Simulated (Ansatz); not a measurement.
Gas-phase electronic energies from Ansatz, PBE0-D4/def2-TZVP geometries. CCSD(T)/CBS is the MP2 limit (def2-TZVPP, def2-QZVPP) plus CCSD(T) − MP2 in def2-TZVPP, frozen cores. This one scheme is used for every species. DFT in def2-TZVPP. For Ga outer-core shells are correlated without core-valence functions, which leaves a few kJ/mol of doubt a bond. Scalar relativity is left out up to krypton. One conformer a species, not always the lowest.

`FC[SiH2][GaH2]` + `[AlH2][SiH3]` → `[AlH2][SiH2][SiH2][GaH2]` + fluoromethane  (formal exchange of groups at the Si–C bond)

`FC[SiH2][GaH2]`:

```xyz
10

F    -0.949   -0.572    1.146
C     0.395   -0.105    1.293
Si    0.938    0.424   -0.470
Ga   -1.246   -0.199   -1.283
H     0.962   -0.936    1.715
H     0.358    0.708    2.019
H     1.332    1.860   -0.463
H     2.126   -0.370   -0.888
H    -1.508   -1.663   -1.785
H    -2.410    0.854   -1.285
```

`[AlH2][SiH3]`:

Z-matrix (Å, degrees):
```
Si
Al 1 2.457
H 1 1.490 2 113.4
H 1 1.492 2 110.7 3 -121.0
H 1 1.492 2 110.6 3 120.9
H 2 1.589 1 121.5 3 0.3
H 2 1.589 1 119.5 3 -179.7
```

`[AlH2][SiH2][SiH2][GaH2]`:

Z-matrix (Å, degrees):
```
Si
Si 1 2.355
Al 1 2.438 2 106.3
H 1 1.493 2 107.3 3 -122.3
H 1 1.493 2 107.3 3 122.4
Ga 2 2.397 1 106.5 3 -179.7
H 2 1.492 1 107.8 3 -57.7
H 2 1.492 1 107.8 3 58.1
H 3 1.588 1 120.0 2 88.4
H 3 1.588 1 119.9 2 -86.6
H 6 1.572 2 120.3 1 87.3
H 6 1.572 2 120.3 1 -87.5
```

`CF`:

Z-matrix (Å, degrees):
```
C
F 1 1.376
H 1 1.092 2 109.1
H 1 1.092 2 109.1 3 -120.0
H 1 1.092 2 109.1 3 120.0
```

```
           level  ΔE (kJ/mol)  difference from CCSD(T)/CBS
       r2SCAN-D4        -46.6                         -2.2
      r2SCAN0-D4        -48.6                         -4.2
        BHLYP-D4        -43.7                          0.7
         ωB97M-V        -32.1                         12.3
          B2PLYP        -40.2                          4.2
          revPBE        -55.4                        -11.0
            BLYP        -40.1                          4.3
            PBE0        -52.1                         -7.7
         r2SCAN0        -47.5                         -3.1
       CAM-B3LYP        -31.8                         12.6
         LC-ωPBE        -40.7                          3.7
CCSD(T)/def2-SVP        -35.8                          8.6
   HF/def2-QZVPP        -38.5                          5.9
  MP2/def2-QZVPP        -44.7                         -0.3
    HF/CBS(def2)        -38.6                          5.8
  CCSD/CBS(def2)        -43.3                          1.1
     CCSD(T)/CBS        -44.4                            0
```

Largest T1 diagnostic among the species: 0.014.

In def2-TZVPP, CCSD(T) changes the Hartree–Fock value by −4.4 kJ/mol (the triples alone add −1.1 kJ/mol) and MP2 by −5.4 kJ/mol. Leaving LDA and LC-ωPBE aside and taking each functional with its dispersion term where it has one, the values, not all of them listed here, spread over 23.1 kJ/mol, from HSE06-D4 to ωB97M-V. LDA lies +8.3 kJ/mol from PBE without D4. The D4 term adds −3.3 kJ/mol with B3LYP and −2.2 kJ/mol with PBE0; it sums over pairs of atoms, weighted by their polarisabilities, and B3LYP, whose exchange is more repulsive, gets the larger term.

CCSD(T)/CBS has its own doubt, a few kJ/mol and more with outer-core shells, so smaller differences from it don't rank the levels.

B3LYP here is the variant with VWN-RPA as its local correlation; programs differ in this.
